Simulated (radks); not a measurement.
Problem. Species: the zirconium ion Zr4+. Configuration: [Kr] (the NIST ground configuration). Method: Dirac Kohn-Sham, PBE, spin-unpolarised, spherical densities, finite nucleus; Fermi nuclear charge, rms radius 4.2694 fm; computed with a radial shooting solver on a logarithmic mesh with Libxc functionals. Some entries of the table are withheld. Estimate them.

orbital  occ.  eigenvalue (hartree)  <r> (bohr)
1s1/2       2                   (1)     0.03707
2s1/2       2             -92.29687      0.1623
2p1/2       2                   (2)      0.1387
2p3/2       4                   (3)      0.1430
3s1/2       2             -16.44094      0.4581
3p1/2       2             -13.58409      0.4547
3p3/2       4             -13.08127      0.4652
3d3/2       4              -8.04711      0.4499
3d5/2       6              -7.95516      0.4535
4s1/2       2              -3.51126       1.189
4p1/2       2              -2.72275       1.298
4p3/2       4              -2.65210       1.324

Solution. 
(1) 1s1/2 eigenvalue (hartree): -656.3325
(2) 2p1/2 eigenvalue (hartree): -84.62169
(3) 2p3/2 eigenvalue (hartree): -81.46667
